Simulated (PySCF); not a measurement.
**Polarisability and C₆ of In⁻ (indium, charge -1)**

[Kr] 4d10 5s2 5p2, high-spin 3P determinant. Computed with PySCF 2.14 in aug-cc-pVQZ-PP with one added diffuse shell each of s, p, d, f, g type with ECP28MDF (8s8p6d4f3g, 117 functions), with a scalar-relativistic core potential. Coupled (time-dependent) response in atomic units; α is the mean over directions.

```
method  mean α (bohr³)         α xx, yy, zz  C₆ (like pair)   S(−4)
   UHF           652.2  306.4, 825.5, 824.8           13780  596000
```

S(−4) is the Cauchy moment in α(ω) = α(0) + S(−4) ω² + …

Spin-orbit coupling is absent.

α(iu) at UHF:

```json
{"u (hartree)": "0", "α(iu) (bohr³)": "652.2"}
{"u (hartree)": "0.0500", "α(iu) (bohr³)": "273.2"}
{"u (hartree)": "0.100", "α(iu) (bohr³)": "137.4"}
{"u (hartree)": "0.200", "α(iu) (bohr³)": "59.57"}
{"u (hartree)": "0.300", "α(iu) (bohr³)": "34.25"}
{"u (hartree)": "0.500", "α(iu) (bohr³)": "16.24"}
{"u (hartree)": "0.750", "α(iu) (bohr³)": "8.935"}
{"u (hartree)": "1.00", "α(iu) (bohr³)": "5.905"}
{"u (hartree)": "1.50", "α(iu) (bohr³)": "3.328"}
{"u (hartree)": "2.00", "α(iu) (bohr³)": "2.201"}
{"u (hartree)": "3.00", "α(iu) (bohr³)": "1.185"}
{"u (hartree)": "5.00", "α(iu) (bohr³)": "0.4990"}
```

A single London oscillator, α(iu) = α/(1 + u²/ω²), gives C₆ = (3/4) ω α². Matching the computed C₆ needs ω = 4 × 13780 / (3 × 652.2²) = 0.0432 hartree.

For an ion, C₆ is the dispersion term alone; charge-induced terms of lower order in 1/R come first.

The components differ because the open shell of this determinant is not spherical; for a pure term their mean is the scalar polarisability.

Energies and moments cover only the electrons outside the core potential.
